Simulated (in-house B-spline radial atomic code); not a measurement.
Atomic self-consistent-field run: neutral boron (an excited or competing configuration). Computed with an all-electron radial atomic-structure program (B-spline basis): non-relativistic r2SCAN, spin-polarised, spherical fractional occupations, point nucleus.

Command:
```bash
python run_scf.py task.json out
```
Settings:
```
Z                5
configuration    [He] 2s1 2p1 3p1
hamiltonian      nr
method           r2scan
spin_polarised   True
```

Output (hartree, bohr):
```
 radial grid: 49 intervals, B-splines of order 8, outer radius 50 bohr

 iter        energy (Eh)    residual
    1         -24.254316    1.12e-02
    2         -24.255357    5.37e-04
    3         -24.255371    2.92e-04
    4         -24.255376    1.60e-04
    5         -24.255380    4.19e-05
    6         -24.255380    1.23e-05
    7         -24.255380    2.16e-06
    8         -24.255380    3.15e-07
    9         -24.255380    6.26e-08

 total energy                       -24.25538
 kinetic                              24.1895
 electron-nucleus                    -55.0630
 Hartree                              10.3058
 exchange-correlation                 -3.6877

 orbital      occ     eigenvalue          <r>       <r^2>       <1/r>     <1/r^2>       r_max
 1s up      1.000        -7.0844     0.328149    0.146302      4.6649     44.5177      0.2103
 1s down    1.000        -7.0466     0.327667    0.145422     4.66481     44.4933      0.2106
 2s up      1.000        -0.6430      1.75424     3.63416    0.812953     2.74218       1.433
 2p up      1.000        -0.3888      1.83206      4.1463    0.706544     0.70052       1.407
 3p up      1.000        -0.0507      7.71276     67.2249    0.163394   0.0548697       6.807
```

Run time, properties included: 0.08 s on 1 thread of Arm Neoverse V1, with other jobs on the host.
